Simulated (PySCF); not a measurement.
Compound: C5H5ClF2O.
Cartesian coordinates in Å at the PBE0-D3(BJ)/def2-SVP level; atoms count from 1:
```
atom  x, y, z in Å
F1    -1.234   -0.306   -1.580
C2    -1.129    0.219   -0.316
C3     0.042    1.177   -0.244
C4     1.316    0.401   -0.257
Cl5    2.765    1.249   -0.667
C6     1.355   -0.902    0.041
O7     0.257   -1.631    0.387
C8    -0.914   -0.947    0.638
F9    -0.890   -0.430    1.905
H10   -2.074    0.725   -0.063
H11   -0.006    1.862   -1.104
H12   -0.032    1.789    0.671
H13    2.263   -1.503    0.019
H14   -1.725   -1.688    0.574
```

Computed, not measured: PBE0-D3(BJ)/def2-SVP geometry optimisation, gas phase in PySCF 2.14.0.

Masses are those of the commonest isotopes; rigid-rotor values at the optimised geometry. The values belong to one conformer with, in the numbering `[F:1][C@@H:2]1[CH2:3][C:4]([Cl:5])=[CH:6][O:7][C@H:8]1[F:9]`, F1–C2–C3–C4 -73°, C2–C3–C4–Cl5 162°, C4–C6–O7–C8 -10°, C6–O7–C8–F9 -80°.

(1) What are A, B and C (MHz)?

(2) Classify the top.

(3) What does the inertial defect say?

(4) List the rotational levels J(Ka,Kc) to J = 3 (cm⁻¹).

(5) Which lines would a microwave search look for?

(6) Estimate the classical rotational partition function at 200 K, 298.15 K and 500 K.

Answers

(1) Ia = 218.18, Ib = 520.90, Ic = 583.46 u·Å²; 505379 MHz·u·Å²/I gives A = 2316, B = 970.2, C = 866.2 MHz.

(2) An asymmetric top. Ray's parameter κ = (2B − A − C)/(A − C) = -0.857; −1 is the prolate and +1 the oblate limit.

(3) Not planar: Δ = Ic − Ia − Ib = -155.62 u·Å². For a rigid frame Δ = −2 Σ m c², so Σ m c² = 77.81 u·Å² lies off the ab plane: 9.29 from hydrogen and 68.52 from heavier atoms. The atom farthest from that plane is 1.94 Å away.

(4) Above 0(0,0):
J = 1: 1(0,1) 0.0613, 1(1,1) 0.1062, 1(1,0) 0.1096
J = 2: 2(0,2) 0.1836, 2(1,2) 0.2252, 2(1,1) 0.2356, 2(2,1) 0.3703, 2(2,0) 0.3705
J = 3: 3(0,3) 0.3666, 3(1,3) 0.4036, 3(1,2) 0.4245, 3(2,2) 0.5541, 3(2,1) 0.5550, 3(3,1) 0.7874, 3(3,0) 0.7874

(5) The dipole components are |μa| = 0.93 D, |μb| = 0.56 D, |μc| = 0.92 D. Intensities carry the squares of the components, which stand as 1.00 : 0.35 : 0.97 (a : b : c). Some lines, for components of 0.1 D or more:

| type | branch | J(Ka,Kc) | MHz | lower level (cm⁻¹) |
| --- | --- | --- | --- | --- |
| a | Q | 5(1,4) ← 5(1,5) | 1555 | 0.938 |
| b | R | 4(1,3) ← 3(2,2) | 3655 | 0.554 |
| b | Q | 3(2,1) ← 3(1,2) | 3915 | 0.424 |
| a | R | 3(0,3) ← 2(0,2) | 5486 | 0.184 |
| a | R | 4(3,2) ← 3(3,1) | 7357 | 0.787 |
| b | R | 2(2,1) ← 1(1,0) | 7815 | 0.110 |
| c | R | 4(1,3) ← 3(0,3) | 9277 | 0.367 |
| a | R | 5(1,4) ← 4(1,3) | 9414 | 0.676 |
| c | Q | 5(4,2) ← 5(3,2) | 9767 | 1.340 |
| b | Q | 5(4,2) ← 5(3,3) | 9772 | 1.340 |
| b | R | 5(1,5) ← 4(0,4) | 9848 | 0.610 |
| c | R | 4(2,2) ← 3(1,2) | 11313 | 0.424 |
| b | Q | 5(5,0) ← 5(4,1) | 12572 | 1.666 |
| c | R | 4(3,2) ← 3(2,2) | 14351 | 0.554 |
| b | R | 5(5,1) ← 4(4,0) | 21767 | 1.359 |

(6) Point group C1, symmetry number σ = 1; q = (√π/σ)·√((kT/h)³/(ABC)), k/h = 20836.6 MHz/K: 342000 at 200 K, 622000 at 298.15 K, 1350000 at 500 K.

Whether it is a minimum is left open (no frequencies). Constants of a rigid frame at the computed geometry: no zero-point averaging, no centrifugal distortion. Quadrupole hyperfine structure (35Cl) is left out.

Rough CPU time on one thread of a shared machine: about 2 min. This is the geometry optimisation.
